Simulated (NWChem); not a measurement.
System: C4H4FN; SMILES F/C=C(\C)C#N

Excerpt of the output:

```
             Northwest Computational Chemistry Package (NWChem) 7.3.0
             --------------------------------------------------------

                             Geometry "geometry" -> ""
                             -------------------------

 Output coordinates in angstroms (scale by  1.889725989 to convert to a.u.)

  No.       Tag          Charge          X              Y              Z
 ---- ---------------- ---------- -------------- -------------- --------------
    1 C                    6.0000     1.62806800    -0.17961800     0.00000000
    2 C                    6.0000     0.15341900     0.09648000     0.00000000
    3 C                    6.0000    -0.29663200     1.45439800     0.00000000
    4 N                    7.0000    -0.62967300     2.56572600     0.00000000
    5 C                    6.0000    -0.78665500    -0.86124200     0.00000000
    6 F                    9.0000    -0.47102300    -2.14277500     0.00000000
    7 H                    1.0000     1.81328600    -1.26086200     0.00000000
    8 H                    1.0000     2.10652500     0.26185100     0.88747500
    9 H                    1.0000     2.10652500     0.26185100    -0.88747500
   10 H                    1.0000    -1.86399500    -0.67498200     0.00000000

 Effective nuclear repulsion energy (a.u.)     200.7771786078

  pbe96 is a nonlocal functional; adding pw91lda local functional.

                                 NWChem DFT Module
                                 -----------------

 Summary of "ao basis" -> "ao basis" (spherical)
 ------------------------------------------------------------------------------
       Tag                 Description            Shells   Functions and Types
 ---------------- ------------------------------  ------  ---------------------
 C                           6-31g*                  6       14   3s2p1d
 N                           6-31g*                  6       14   3s2p1d
 F                           6-31g*                  6       14   3s2p1d
 H                           6-31g*                  2        2   2s

 in cosmo_initialize ...

 solvent parameters
 solvname_short: unkn
 solvname_long:  unknown
 dielec:        2.4000

          ---------------
          -cosmo- solvent
          ---------------
 Cosmo: York-Karplus, doi: 10.1021/jp992097l
 dielectric constant -eps-     =   2.40
 screen = (eps-1)/(eps    )    =   0.58333
 surface charge correction     = lagrangian

   van der Waals surface
 --------------------------

[...]

                                   COSMO solvation results
                                   -----------------------

                 gas phase energy =      -309.016508065140
                 sol phase energy =      -309.021352552221
 (electrostatic) solvation energy =         0.004844487081 (    3.04 kcal/mol)

                       DFT Final Molecular Orbital Analysis
                       ------------------------------------

 Vector   20  Occ=2.000000D+00  E=-3.119978D-01
              MO Center= -6.0D-01,  2.5D+00, -6.3D-10, r^2= 1.7D+00
   Bfn.  Coefficient  Atom+Function         Bfn.  Coefficient  Atom+Function
  ----- ------------  ---------------      ----- ------------  ---------------
    46      0.462089   4 N  py               50      0.306988   4 N  py
    48      0.265710   4 N  s                32     -0.253396   3 C  py
    44      0.239348   4 N  s                36      0.177780   3 C  py
    20      0.163351   2 C  s                45     -0.152515   4 N  px
    22      0.146687   2 C  py               18      0.135512   2 C  py

 Vector   21  Occ=2.000000D+00  E=-2.978075D-01
              MO Center= -3.3D-01,  1.7D+00,  2.2D-11, r^2= 2.4D+00
   Bfn.  Coefficient  Atom+Function         Bfn.  Coefficient  Atom+Function
  ----- ------------  ---------------      ----- ------------  ---------------
    45      0.417936   4 N  px               31      0.357641   3 C  px
    49      0.242162   4 N  px               35      0.198797   3 C  px
     3      0.143553   1 C  px               17     -0.142747   2 C  px
    46      0.140491   4 N  py               73     -0.105530   6 F  px
    32      0.090352   3 C  py               59      0.090257   5 C  px

 Vector   22  Occ=2.000000D+00  E=-2.312674D-01
              MO Center= -2.3D-01,  8.4D-02, -9.8D-10, r^2= 3.4D+00
   Bfn.  Coefficient  Atom+Function         Bfn.  Coefficient  Atom+Function
  ----- ------------  ---------------      ----- ------------  ---------------
    19      0.351217   2 C  pz               61      0.343847   5 C  pz
    47     -0.285700   4 N  pz               75     -0.266714   6 F  pz
    23      0.253981   2 C  pz               79     -0.207793   6 F  pz
    65      0.202912   5 C  pz               51     -0.196175   4 N  pz
     5     -0.102244   1 C  pz               88     -0.100084   8 H  s

 Vector   23  Occ=0.000000D+00  E=-6.486160D-02
              MO Center= -4.5D-01,  1.7D-01,  1.1D-09, r^2= 3.3D+00
   Bfn.  Coefficient  Atom+Function         Bfn.  Coefficient  Atom+Function
  ----- ------------  ---------------      ----- ------------  ---------------
    61      0.471296   5 C  pz               65      0.469926   5 C  pz
    23     -0.348856   2 C  pz               47      0.299387   4 N  pz
    19     -0.297505   2 C  pz               51      0.292915   4 N  pz
    33     -0.221402   3 C  pz               75     -0.207132   6 F  pz
    37     -0.193538   3 C  pz               79     -0.187306   6 F  pz

[...]
```

Level: PBE/6-31G* (spherical d), COSMO on the gas-phase geometry. Geometry: optimised at PBE0/def2-SVP. COSMO prints the solvation energy as gas minus solution, so a positive value is a stabilisation.

Problem. Reconstruct the input file.

Solution. Several could match; the one computed here: the input that was run:
```
start job
memory heap 200 mb stack 900 mb global 1100 mb
geometry units angstroms noautosym nocenter noautoz
  C      1.628068    -0.179618     0.000000
  C      0.153419     0.096480     0.000000
  C     -0.296632     1.454398     0.000000
  N     -0.629673     2.565726     0.000000
  C     -0.786655    -0.861242     0.000000
  F     -0.471023    -2.142775     0.000000
  H      1.813286    -1.260862     0.000000
  H      2.106525     0.261851     0.887475
  H      2.106525     0.261851    -0.887475
  H     -1.863995    -0.674982     0.000000
end
basis spherical
  * library 6-31g*
end
dft
  xc xpbe96 cpbe96
  iterations 150
end
cosmo
  dielec 2.4
end
task dft energy
```
